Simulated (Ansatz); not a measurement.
Geometry optimisation, RKS CAM-B3LYP/cc-pVDZ in Ansatz 0.2.0.

input.yaml

```yaml
crystal:
  periodic: [false, false, false]
  atoms:
    - { symbol: B, position_ang: [0.0, 0.0, 0.0] }
    - { symbol: O, position_ang: [0.0, 0.0, 1.41] }
    - { symbol: H, position_ang: [-0.9095, -0.2814, 1.7471] }
    - { symbol: F, position_ang: [1.1431, 0.0, -0.66] }
    - { symbol: F, position_ang: [-1.1431, 0.0, -0.66] }
basis:
  gaussian: { orbitals: cc-pVDZ }
hamiltonian:
  xc: cam_b3lyp
relax:
  f_tol: 0.02
  max_steps: 40
```

Command:

```bash
$ ansatz run input.yaml --threads 1 --pin off --max-ram 2048MiB --backend cpu --events-out ev --progress --plain --runs-dir out
```

Question: Where does it end, and by what steps?

Answer: It converged. After 5 steps the energy has fallen by 0.170 eV; O2 moved furthest, 0.12 Å.

```json
{"step": "0", "energy less start (eV)": "0.0000", "largest force component (eV/Å)": "2.694", "accepted": "yes"}
{"step": "1", "energy less start (eV)": "-0.1268", "largest force component (eV/Å)": "1.418", "accepted": "yes"}
{"step": "2", "energy less start (eV)": "-0.0950", "largest force component (eV/Å)": "1.426", "accepted": "no"}
{"step": "3", "energy less start (eV)": "-0.1674", "largest force component (eV/Å)": "0.277", "accepted": "yes"}
{"step": "4", "energy less start (eV)": "-0.1693", "largest force component (eV/Å)": "0.039", "accepted": "yes"}
{"step": "5", "energy less start (eV)": "-0.1697", "largest force component (eV/Å)": "0.019", "accepted": "yes"}
```

```xyz
5
Properties=species:S:1:pos:R:3
B -0.011 -0.028 0.029
O 0.001 -0.114 1.370
H -0.887 -0.173 1.744
F 1.133 0.059 -0.632
F -1.146 -0.025 -0.674
```

Time of the run: 6 s on 1 thread of Intel(R) Xeon(R) 6975P-C (Granite Rapids), with other jobs on the host, peak memory 0.15 GiB.
